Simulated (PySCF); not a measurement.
Fill in the blanks.

Compound: C7H16BOP.
Geometry (PBE0-D3(BJ)/def2-SVP, Å), atoms numbered from 1 in this order:
```
atom  x, y, z in Å
B1    -0.8957    2.8086   -0.9276
P2    -0.6557    1.2988    0.2213
C3    -2.0194    0.0809    0.0338
O4    -1.8365   -1.0136    0.8721
C5    -2.8657   -1.9561    0.7872
C6     0.8639    0.3601    0.0300
C7     1.7134    0.5655   -0.9895
C8     2.8669   -0.3926   -0.9443
C9     2.7805   -0.9822    0.4746
C10    1.3226   -0.7717    0.9184
H11    0.0171    3.5808   -0.6815
H12   -0.8422    2.3165   -2.0494
H13   -2.0047    3.2386   -0.6423
H14   -0.7081    1.5356    1.6199
H15   -2.9636    0.6240    0.2457
H16   -2.0421   -0.2021   -1.0389
H17   -2.6332   -2.7691    1.4884
H18   -2.9529   -2.3797   -0.2323
H19   -3.8450   -1.5192    1.0624
H20    1.5662    1.3126   -1.7738
H21    3.8334    0.0929   -1.1562
H22    2.7361   -1.1639   -1.7269
H23    3.0951   -2.0348    0.5234
H24    3.4484   -0.4136    1.1407
H25    1.2274   -0.5366    1.9906
H26    0.6868   -1.6567    0.7458
```

```csv
property,level,value
point group,PBE0-D3(BJ)/def2-SVP,?
"rotational constants A, B, C",PBE0-D3(BJ)/def2-SVP,"1.398, 0.793, 0.559 GHz"
dipole moment,KT2/pcSseg-1,4.91 D
HOMO energy,KT2/pcSseg-1,?
LUMO energy,KT2/pcSseg-1,-1.56 eV
13C chemical shifts (computed TMS as zero) by class,GIAO KT2/pcSseg-1,"147.4 (C7), 130.6 (C6), 75.6 (C3), 62.1 (C5), 42.5 (C10), 38.2 (C8), 28.0 (C9) ppm"
1H chemical shifts (computed TMS as zero) by class,GIAO KT2/pcSseg-1,"6.86 (H20), 5.21 (H14), 3.72 (H15), 3.45 (H16), 3.36 (H17/H18/H19), 2.86 (H26), 2.58 (H21), 2.50 (H22), 2.35 (H25), 1.97 (H23), 1.74 (H24), 0.94 (H11/H12/H13) ppm"
"isotropic shieldings of nuclei other than C and H, by class",GIAO KT2/pcSseg-1,?
```

Gas-phase values; electronic properties from PySCF, density fitting. Isolated species at its PBE0-D3(BJ)/def2-SVP geometry (one conformer only). NMR classes are plain means over equivalent atoms (diastereotopic ones count apart unless rotation or inversion swaps them), as if these changed places fast; in this geometry the members of some classes differ.

(1) Give the point group.

(2) The HOMO energy?

(3) What are the isotropic shieldings of nuclei other than C and H, by class?

Answers

(1) C1.

(2) -6.30 eV.

(3) 152 (B1), 302 (O4), 364 (P2) ppm.

With B = h/(8π²I), that is 505.379 GHz u Å² over I, the principal moments of inertia are 361.5, 637.5 and 904.2 u Å² (most abundant isotopes). A dipole of 4.91 D is allowed in C1, and pure rotational transitions are dipole-allowed. The rotational constants make it an asymmetric top with κ = (2B − A − C)/(A − C) = -0.44, nearer the prolate limit (−1). The dipole matches unit charges of opposite sign 1.02 Å apart (1 e·Å = 4.8032 D).
